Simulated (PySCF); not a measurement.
# Continuum solvent and chemical shifts

Numbering as in the mapped SMILES `[CH2:1]=[CH:2][CH2:3][N:4]([CH3:5])/[N:6]=[CH:7]\[CH3:8]`; H(Xn) means a hydrogen on atom n. Ha(C1) is cis to C3; Hb(C1) is trans to C3.

GIAO PBE0/pcSseg-1 in PySCF on one PBE0-D3(BJ)/def2-SVP conformer, non-relativistic, equivalent nuclei averaged. Solvents enter as an IEF-PCM continuum (chloroform with ε = 4.7) around the gas-phase geometry. Shifts are referred to TMS computed in the same medium.

Gas phase, δ in ppm: C2 142.9, C7 140.2, C1 123.9, C3 59.4, C5 48.6, C8 20.0, H(C7) 6.44, H(C2) 6.20, Ha(C1) 5.38, Hb(C1) 5.38, H(C3) 3.56, H(C5) 2.96, H(C8) 1.60. Dipole moment 1.58 D.

Question: How does each δ change in the continuum?

Answer: 
| atoms | environment | Δδ, chloroform |
| --- | --- | --- |
| C2 | alkene CH | +0.9 |
| C7 | C=N carbon | +3.7 |
| C1 | terminal =CH2 carbon | +1.5 |
| C3 | allylic sp3 CH2 bonded to N | +0.3 |
| C5 | methyl carbon bonded to N | +0.3 |
| C8 | methyl carbon | +0.7 |
| H(C7) | hydrogen on a C=N carbon | +0.07 |
| H(C2) | hydrogen on an alkene CH | +0.05 |
| Ha(C1) | hydrogen on a terminal =CH2 carbon | +0.15 |
| Hb(C1) | hydrogen on a terminal =CH2 carbon | +0.11 |
| H(C3) | hydrogen on an allylic sp3 CH2 bonded to N | +0.12 |
| H(C5) | hydrogen on a methyl carbon bonded to N | +0.03 |
| H(C8) | hydrogen on a methyl carbon | +0.11 |

Changes are relative to the gas phase. The dipole moment becomes 2.04 D in chloroform.

Question: Which nuclei move most (in ppm), and what does the model miss?

Answer: C7 (C=N carbon, +3.7 ppm) in chloroform. A continuum only polarises the solute; specific hydrogen bonds, the anisotropy of aromatic solvents and changes of geometry or conformer are outside it.
